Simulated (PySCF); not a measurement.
**Radial density of Bi (bismuth, neutral)**

PW91, [Xe] 4f14 5d10 6s1 6p4, high-spin 4P determinant (an excited configuration). Computed with PySCF 2.14 in aug-cc-pVTZ-PP with ECP60MDF (6s5p4d2f, 55 functions), with scalar relativity through the core potential. This is the valence pseudo-density: the core potential removes the inner electrons and smooths the orbitals near the nucleus.

| r (bohr) | 4πr²ρ (e/bohr) | 4πr²(ρα − ρβ) |
| --- | --- | --- |
| 0.00953 | 1.497e-05 | 0.0000 |
| 0.0160 | 3.667e-05 | 0.0000 |
| 0.0270 | 7.205e-05 | 0.0000 |
| 0.0453 | 0.0001009 | 0.0000 |
| 0.0763 | 0.0001842 | 0.0000 |
| 0.128 | 0.001075 | 0.0000 |
| 0.216 | 0.01584 | 0.0004 |
| 0.363 | 0.5174 | 0.0181 |
| 0.611 | 10.93 | 0.2693 |
| 1.03 | 20.00 | -0.0478 |
| 1.73 | 5.709 | 1.2083 |
| 2.91 | 1.907 | 1.0331 |
| 4.89 | 0.2717 | 0.1118 |
| 8.22 | 0.007183 | 0.0009 |

Energies and moments cover only the electrons outside the core potential. Spin-orbit coupling is strong in this species (close to jj coupling), so the high-spin LS determinant is a model state, not a physical level.

(1) Where is the radial spin density 4πr²(ρα − ρβ) most negative, and why is it negative at all?

Results:

(1) Around r = 1.03 bohr, down to -0.0478 e/bohr: exchange with the open shell polarises the paired shells in an unrestricted calculation.
